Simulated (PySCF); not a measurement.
Core-level binding energies of `BC1=C[SiH2]C=C1`

C₄H₇BSi.
Structure used (PBE0-D3(BJ)/def2-SVP), in Å, numbered top down from 1:
```
atom  x, y, z in Å
B1     2.1782    0.1117   -0.1201
C2     0.6369   -0.0163   -0.1134
C3     0.0213   -1.2360   -0.1255
Si4   -1.8416   -0.9559   -0.1230
C5    -1.6259    0.8995   -0.1003
C6    -0.2995    1.1451   -0.0986
H7     2.7197    1.1943   -0.1145
H8     2.8544   -0.8909   -0.1308
H9     0.6015   -2.1622   -0.1374
H10   -2.5197   -1.5282    1.0805
H11   -2.5128   -1.4973   -1.3449
H12   -2.3685    1.6999   -0.0896
H13    0.1198    2.1581   -0.0869
```

Level of theory: delta-SCF UKS SCAN, pcX-2 on the ionised atom, pcseg-1 elsewhere, spin-free X2C (PySCF 2.14.0). Each binding energy is the total energy of the core-ionised species, with the hole localised on one atom, minus that of the ground state; both are solved self-consistently, so orbital relaxation is included.

Q: Give the core binding energies atom by atom.

A: 
| atom(s) | environment | level | binding energy (eV) | 2p1/2 (eV) | above the level's lowest (eV) | count |
| --- | --- | --- | --- | --- | --- | --- |
| C2 | fully substituted alkene carbon | C 1s | 290.25 | – | +0.56 | 1 |
| C3 | alkene CH carbon | C 1s | 289.89 | – | +0.20 | 1 |
| Si4 | SiH2 silicon | Si 2p3/2 | 106.67 | 107.30 | 0.00 | 1 |
| Si4 | SiH2 silicon | Si 1s | 1846.46 | – | 0.00 | 1 |
| C5 | alkene CH carbon | C 1s | 289.69 | – | 0.00 | 1 |
| C6 | alkene CH carbon | C 1s | 290.55 | – | +0.86 | 1 |

Lowest listed C 1s: C5, bonded to C (double bond), H and Si. Highest, 0.86 eV above it: C6, bonded to C (double bond), C and H. The widest gap between neighbouring values is 0.36 eV, between 289.89 and 290.25 eV.

Q: Which photon wavelength matches the Si 2p3/2 of Si4 threshold?

A: λ = hc/E = 12398.42 eV Å / 106.67 eV = 116.232 Å.

Not every level is listed. Spin contamination (⟨S²⟩ against 0.75 for a pure doublet) is marked for C 1s of C2 (0.91), C 1s of C3 (0.89) and C 1s of C6 (0.90), which makes these values less certain. Spin–orbit coupling isn't in the SCF: each 2p doublet comes from a relaxed spin-free hole plus a matrix of the shell (mean-field spin–orbit coupling and the ground-state 2p splitting), with 2p3/2 averaged over its two sublevels. 2p1/2 minus 2p3/2 (ligand field included): Si 0.62 eV. No level of boron is listed. Geometry: PBE0-D3(BJ)/def2-SVP; no solvent, vibrations or thermal averaging.
